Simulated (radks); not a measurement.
Valence configurations of the praseodymium ion Pr2+ (all share [Xe]). All-electron calculation, Dirac Kohn-Sham, PBEsol, spin-unpolarised, spherical densities, finite nucleus; open shells fill j = l - 1/2 first; Fermi nuclear charge, rms radius 4.8919 fm. Program: a radial shooting solver on a logarithmic mesh with Libxc functionals. Order these by energy: 4f2.5 5d0.5; 4f1.5 6p1.5; 4f2 6p1; 4f2.5 6s0.5; 4f1 6s1 6p1; 6s2 6p1; 4f2.5 6p0.5; 4f2 5d1; 4f2 6s1; 4f3.

Answer. From the lowest, in eV above it: 4f3 0.000; 4f2.5 5d0.5 0.632; 4f2.5 6s0.5 1.122; 4f2 5d1 2.236; 4f2.5 6p0.5 2.851; 4f2 6s1 3.729; 4f2 6p1 7.379; 4f1.5 6p1.5 13.835; 4f1 6s1 6p1 18.339; 6s2 6p1 37.602. NIST lists [Xe] 4f3 as the ground configuration; this level of theory agrees among the configurations tried. The energies are those of spherical spin-averaged densities, not of single terms.
